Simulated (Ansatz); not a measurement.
`[NH2][GeH2][Cl]` + `[BH2][AlH][SiH3]` → `[BH2][GeH2][Cl]` + `[NH2][AlH][SiH3]` at 600 K and 1 bar (redistribution).

Isolated molecules relaxed with PBE0-D4/def2-TZVP in Ansatz; ΔE leaves out vibrations. CBS: MP2 limit from def2 TZ/QZ plus the TZ coupled-cluster correction, frozen cores. For Ge outer-core shells are correlated without core-valence functions, which leaves a few kJ/mol of doubt a bond. Scalar relativity is left out up to krypton. Each species was taken in one conformer, which may not be the lowest.

```json
{"species": "`[NH2][GeH2][Cl]`", "CCSD(T)/CBS energy (Eh)": "-2593.05183", "H − E (kJ/mol)": "158.7", "S (J/(mol·K))": "372.5"}
{"species": "`[BH2][AlH][SiH3]`", "CCSD(T)/CBS energy (Eh)": "-559.42478", "H − E (kJ/mol)": "190.9", "S (J/(mol·K))": "431.5"}
{"species": "`[BH2][GeH2][Cl]`", "CCSD(T)/CBS energy (Eh)": "-2563.08808", "H − E (kJ/mol)": "143.6", "S (J/(mol·K))": "385.7"}
{"species": "`[NH2][AlH][SiH3]`", "CCSD(T)/CBS energy (Eh)": "-589.42853", "H − E (kJ/mol)": "206.6", "S (J/(mol·K))": "413.6"}
```

H − E and S are ideal-gas, rigid-rotor, harmonic terms from PBE0-D4/def2-TZVP, for one conformer and one mirror image of each species. 1 Eh = 2625.50 kJ/mol, R = 8.31446 J/(mol·K).

By hand: ΔE, ΔH, ΔS and ΔG.

ΔE = (-2563.08808) + (-589.42853) − (-2593.05183) − (-559.42478) = -0.04000 Eh = -105.0 kJ/mol. Δ(H − E) = 143.6 + 206.6 − 158.7 − 190.9 = 0.6, so ΔH = -104.4 kJ/mol. ΔS = 385.7 + 413.6 − 372.5 − 431.5 = -4.7 J/(mol·K). ΔG = -104.4 − 600 × (-4.7)/1000 = -101.6 kJ/mol.

By hand: the equilibrium constant, and the temperature at which ΔG would vanish if ΔH and ΔS stayed fixed.

log₁₀ K = −ΔG/(RT ln 10) = 8.8. ΔG = 0 at ΔH/ΔS = 22213 K, far beyond where these terms or the molecules hold.

The number of gas molecules stays the same, so ΔS is small and ΔH decides. A doubt of 5 kJ/mol in ΔE shifts log₁₀ K by 0.4 here. Other conformers and mirror images would add mixing entropy, several J/(mol·K) or more a flexible species. Modes under 60 cm⁻¹, often nearly free rotors, make the harmonic entropy too high. These are equilibria of isolated gas molecules and say nothing of rates. Largest T1 diagnostic: 0.013 (customary marks: 0.02 for closed shells, 0.045 for open ones).
